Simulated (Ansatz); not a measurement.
Program: Ansatz. Geometries: PBE0-D4/def2-TZVP. ΔE: electronic, gas phase. CCSD(T)/CBS is the MP2 limit (def2-TZVPP, def2-QZVPP) plus CCSD(T) − MP2 in def2-TZVPP, frozen cores. This one scheme is used for every species. DFT in def2-TZVPP. B3LYP here is the variant with VWN-RPA as its local correlation; programs differ in this. Each species was taken in one conformer, which may not be the lowest.

Consider the formal exchange of groups at the Si–N bond: `[SiH3]N[SiH2][SiH2]Cl` + CH₄ → `C[SiH2][SiH2]Cl` + `N[SiH3]`.

(1) Is it downhill or uphill in electronic energy at CCSD(T)/CBS, and by how much? (An estimate is asked.)

(2) What do these levels give: LDA (SPW92), BLYP-D4, r2SCAN-D4, B3LYP-D4, BHLYP-D4, PBE, revPBE, BLYP, r2SCAN, LC-ωPBE, MP2/def2-SVP, CCSD(T)/def2-TZVPP? (Estimate.)

(3) What do rigid-rotor, harmonic-oscillator terms from PBE0-D4/def2-TZVP frequencies (298.15 K, 1 bar) make of the CCSD(T)/CBS value? (An estimate is asked.)

Largest T1 diagnostic among the species: 0.011.

Results:

(1) The calculation gave: Uphill: ΔE = +14.2 kcal/mol.

(2) The calculation gave: LDA (SPW92) 12.4, BLYP-D4 14.8, r2SCAN-D4 13.6, B3LYP-D4 15.0, BHLYP-D4 16.0, PBE 10.9, revPBE 9.9, BLYP 11.4, r2SCAN 13.1, LC-ωPBE 12.1, MP2/def2-SVP 15.0, CCSD(T)/def2-TZVPP 14.0 kcal/mol.

(3) Ansatz gave: ΔZPE = +0.2 kcal/mol, ΔH = +14.0 kcal/mol, ΔS = 29 J/(mol·K), ΔG = +12.0 kcal/mol. Modes under 50 cm⁻¹ make the entropy rough.

Leaving LDA and LC-ωPBE aside and taking each functional with its dispersion term where it has one, the values, not all of them listed here, spread over 3.4 kcal/mol, from PBE-D4 to BHLYP-D4. LDA lies +1.5 kcal/mol from PBE without D4. The D4 term adds +2.8 kcal/mol with B3LYP and +1.6 kcal/mol with PBE0; it sums over pairs of atoms, weighted by their polarisabilities, and B3LYP, whose exchange is more repulsive, gets the larger term. From BLYP to BHLYP (50 % exact exchange), in def2-TZVPP and without D4, ΔE moves by +1.9 kcal/mol.
